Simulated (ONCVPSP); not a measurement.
## What one change does to a pseudopotential (Cr (Z = 24), ONCV)

chromium (Cr), optimised norm-conserving Vanderbilt (ONCV), made with ONCVPSP 4.0.1 (BLYP, scalar-relativistic). Core [Ar], reference 3d5 4s0.5 (charge +0.5). Waves: 4s: rc 2.65 bohr, ncon 4, nbas 7, qcut 2 1/bohr, 2 projectors, debl 1.6 Ha; p scattering state at 0.13 Ha: rc 2.20 bohr, ncon 4, nbas 7, qcut 4.1 1/bohr, 2 projectors, debl 0.4 Ha; 3d: rc 1.35 bohr, ncon 3, nbas 6, qcut 9.3 1/bohr, 2 projectors, debl 1.7 Ha. Local part: polynomial inside 1.10 bohr (lpopt 5, dvloc0 6 Ha). Core correction: Teter function, fcfact 2, rcfact 1.2.

All-electron outer shells of the reference configuration (BLYP, scalar-relativistic, ld1.x):

```json
{"shell": "3p", "level (eV)": "-48.65", "outermost node (bohr)": "0.33", "outermost maximum (bohr)": "0.80"}
{"shell": "4s", "level (eV)": "-6.93", "outermost node (bohr)": "1.12", "outermost maximum (bohr)": "2.64"}
{"shell": "3d", "level (eV)": "-6.20", "outermost node (bohr)": "–", "outermost maximum (bohr)": "0.84"}
```

Change: s: qcut 1.8; p: qcut 3.8; d: qcut 8.6.

Cutoffs: the cutoffs (Ha) at which the residual kinetic energy of the hardest occupied pseudo-wave falls to 1 and 0.1 mHa per electron; they do not see the model core or the augmentation charge, which bear on the density cutoff. Errors are all-electron minus pseudo energies relative to the spin-unpolarised reference configuration.

What does the change do?

The potential gets neither clearly harder nor softer (38 Ha and 48 Ha → 36 Ha and 78 Ha); both files keep a bound ghost (p); of the 4 tests that both files solve, the error grows in 2 and shrinks in 0 by more than 15 % and 0.3 meV (median size 2.4 → 4.1 meV).

```csv
quantity,base,changed
"cutoff, loose",38 Ha,36 Ha
"cutoff, tight",48 Ha,78 Ha
loose cutoff by channel,"s 7.2 Ha, d 38 Ha","s 11 Ha, d 36 Ha"
bound ghosts,p,p
GHOST(+) flags under 300 eV,s at 33.2 eV,s at 34.4 eV
"error for 3d5 4s1, meV [ΔE -2.72 eV]",+1.3,+1.6
"error for 3d5 4s0, meV [ΔE 4.26 eV]",+3.6,+4.0
"error for 3d4 4s0, meV [ΔE 20.34 eV]",-0.4,-4.2
"error for 3d3 4s0, meV [ΔE 51.09 eV]",-307,-313
s: phases at 2.69 bohr within 0.05 rad from the reference energy up to (Ha; the scan ends near 5),1.2,2.1
p: phases at 2.23 bohr within 0.05 rad from the reference energy up to (Ha; the scan ends near 5),3.7,3.6
d: phases at 1.37 bohr within 0.05 rad from the reference energy up to (Ha; the scan ends near 5),to the end of the scan,to the end of the scan
"rms error of d²Exc/dni dnj with the model core, mHa",9.50,9.48
```

 A true bound ghost makes a file unfit for plane-wave use even where its test errors are small: the radial tests pick states by their node count and pass the ghost by.
